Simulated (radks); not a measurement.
Values are calculated unless marked as measured or tabulated.
Mean orbital radii <r> (bohr) of the lithium ion Li+, [He], at several levels of relativity; Dirac values are averaged over j with weights 2j + 1. Spin-unpolarised spherical Kohn-Sham, PBEsol, point nucleus unless stated (finite: rms radius 2.444 fm), a radial shooting solver on a logarithmic mesh with Libxc functionals. A level marked "c x" has the speed of light scaled by that factor.

[
 {"shell": "1s", "non-rel.": "0.5812", "scalar-rel., finite nucleus": "0.5811", "Dirac": "0.5811", "Dirac, finite nucleus": "0.5811", "change of magnitude, last against first (%)": "-0.01"}
]
